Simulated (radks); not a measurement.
The numbers below are computed, except where a source is named.
Question: These are the eigenvalues of the occupied orbitals of an atom or ion with whole-number occupations (eV). Code: a radial shooting solver on a logarithmic mesh with Libxc functionals. Model: scalar-relativistic Kohn-Sham, r2SCAN, spin-polarised, spherical densities, finite nucleus; meta-GGA in the generalised Kohn-Sham scheme; Fermi nuclear charge, rms radius of each element as measured or else 0.836 A^(1/3) + 0.57 fm.

1s down: -17869.60
1s up: -17869.57
2s up: -2490.427
2s down: -2490.128
2p up: -2218.760
2p down: -2218.555
3s up: -416.1402
3s down: -416.0382
3p up: -326.7220
3p down: -326.5940
3d up: -180.4929
3d down: -180.2499
4s up: -60.4200
4s down: -58.7952
4p up: -38.0780
4p down: -36.0589
4d up: -8.7479

Which element is it, and in what charge state? The configuration may be excited. Open shells, if any, are filled with parallel spins first.

Answer: Z = 40, zirconium, charge +1: Zr+ in [Kr] 4d3. The list shows which subshells hold electrons but not how many an open one holds; the 1s level, -656.7 hartree, gives Z - s = 36.2 by -(Z - s)^2/2, which with screening and relativity narrows Z to a few neighbours, and the depths of the outer levels then fix element, charge and occupations together.
